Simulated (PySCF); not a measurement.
Potassium: a sound run and one with changed settings

Sound run: K²⁺ [Ne] 3s2 3p5, K³⁺ [Ne] 3s2 3p4. Calculation: PySCF 2.14, in cc-pVDZ-X2C (5s4p2d, 27 functions); the spin-free X2C one-electron Hamiltonian (Gaussian nucleus). In the sound run the correlated levels freeze [Ne] 3s2. The sound run starts from symmetry-adapted Hartree-Fock orbitals and uses a fine grid where one is needed.

Changed run: no relativity, point nucleus. This setting is unsound on purpose.

| species | method | sound run (hartree) | changed run (hartree) | converged |
| --- | --- | --- | --- | --- |
| K²⁺ | UHF | -600.15023 | -597.32568 | yes |
| K²⁺ | M06-L | -600.84215 | -598.01758 | yes |
| K²⁺ | PBE | -600.64389 | -597.81955 | yes |
| K²⁺ | MP2 | -600.15206 | -597.32753 | yes |
| K²⁺ | CCSD(T) | -600.15215 | -597.32762 | yes |
| K³⁺ | UHF | -598.43038 | -595.61126 | yes |
| K³⁺ | M06-L | -599.06903 | -596.24999 | yes |
| K³⁺ | PBE | -598.87356 | -596.05471 | yes |
| K³⁺ | MP2 | -598.43117 | -595.61206 | yes |
| K³⁺ | CCSD(T) | -598.43122 | -595.61210 | yes |

Ionisation energy of K²⁺:

| method | sound run (eV) | changed run (eV) |
| --- | --- | --- |
| UHF | 46.800 | 46.652 |
| M06-L | 48.249 | 48.099 |
| PBE | 48.173 | 48.024 |
| MP2 | 46.828 | 46.680 |
| SCS-MP2 | 46.827 | 46.680 |
| CCSD | 46.829 | 46.682 |
| CCSD(T) | 46.829 | 46.682 |

Most of the change in total energy is the relativistic energy itself. On top of that the contraction fixes the core shape for the Hamiltonian it was made with, so the changed run is not a good calculation with the other Hamiltonian either.

For comparison, NIST gives 45.803 eV between the lowest levels.
